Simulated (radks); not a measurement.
Q: All-electron atom: the tantalum ion Ta15+ in [Kr] 4d10 4f11 5s1. Method: non-relativistic Kohn-Sham, TPSS, spin-polarised, spherical densities, point nucleus; open shells are filled with parallel spins first (spin-orbit coupling, left out, can overturn this in heavy ions); meta-GGA in the generalised Kohn-Sham scheme; relativity is left out, which matters for an element this heavy; computed with a radial shooting solver on a logarithmic mesh with Libxc functionals. Some entries of the table are withheld. Estimate them.

orbital  occ.  eigenvalue (hartree)  <r> (bohr)  <r^2> (bohr^2)
1s up       1             -2290.792     0.02075       0.0005753
1s down     1             -2290.786     0.02075       0.0005753
2s up       1             -385.3347     0.08771        0.009018
2s down     1             -385.3290     0.08771        0.009018
2p up       3             -369.4971     0.07423        0.006675
2p down     3             -369.4917     0.07423        0.006675
3s up       1             -96.86383      0.2229         0.05662
3s down     1             -96.77818      0.2228         0.05656
3p up       3             -89.56126      0.2131         0.05246
3p down     3             -89.48154      0.2129         0.05240
3d up       5             -75.99761      0.1871         0.04092
3d down     5             -75.93679      0.1870         0.04086
4s up       1             -28.50266      0.4926          0.2731
4s down     1             -28.36077      0.4927          0.2731
4p up       3                   (1)      0.4987          0.2819
4p down     3                   (2)      0.4988          0.2819
4d up       5             -19.89526      0.5107          0.3001
4d down     5             -19.74601      0.5108          0.3002
4f up       7             -12.63224      0.5375          0.3427
4f down     4             -12.47135      0.5380          0.3435
5s up       1             -11.92156       1.011           1.136
5s down     0             -11.77018       1.016           1.146

A: 
(1) 4p up eigenvalue (hartree): -25.44609
(2) 4p down eigenvalue (hartree): -25.30205
